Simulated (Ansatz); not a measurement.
The same ligand exchange along the group Si, Ge, Sn.

Gas-phase electronic energies from Ansatz, PBE0-D4/def2-TZVP geometries. CBS: MP2 limit from def2 TZ/QZ plus the TZ coupled-cluster correction, frozen cores. Small cases extrapolate CCSD(T) itself. DFT in def2-TZVPP. def2 core potentials past Kr. For Ge, Sn outer-core shells are correlated without core-valence functions, which leaves a few kJ/mol of doubt a bond. Scalar relativity is left out up to krypton. Each species was taken in one conformer, which may not be the lowest.

```tsv
reaction	CCSD(T)/CBS(def2) (eV)
`O[Si]Cl` + H₂S → `O[Si]S` + HCl	?
`[OH][Ge][Cl]` + H₂S → `[OH][Ge][SH]` + HCl	0.36
`[OH][Sn][Cl]` + H₂S → `[OH][Sn][SH]` + HCl	0.37
```

(1) Fill in the missing values. (Best estimate.)

Largest T1 diagnostic: 0.017, for `[OH][Sn][SH]`.

Extrapolated directly: `O[Si]Cl` + H₂S → `O[Si]S` + HCl.

Answers

(1) Computed: `O[Si]Cl` + H₂S → `O[Si]S` + HCl: +0.53 eV.
